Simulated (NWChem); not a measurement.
Species: HfO2; SMILES [Hf](=[O])=[O]

```xyz
3

Hf     0.0000     0.0000     0.2252
O      1.4303     0.0000    -0.8324
O     -1.4303     0.0000    -0.8324
```
Atoms are numbered in this order, from 1.

Results from NWChem. Coordinates come from a PBE0/def2-SVP optimisation. def2 effective core potentials on Hf; no spin-orbit coupling. Static field.

Question: Taking PBE/def2-TZVPD as the yardstick, which of these has the fewest basis functions while keeping “isotropic polarisability (bohr³)” within 5 % of it: PBE/def2-TZVP; PBE/def2-SVPD; PBE/def2-SVP?

Answer: PBE/def2-SVPD (a larger set in the list lies outside the tolerance).
```csv
level,basis functions,isotropic polarisability (bohr³),relative time (rough)
PBE/def2-SVP,60,40.0,1
PBE/def2-SVPD,81,46.8,2
PBE/def2-TZVP,102,43.5,3
PBE/def2-TZVPD,123,48.4,5
```

The yardstick is one finite set, not the basis-set limit.
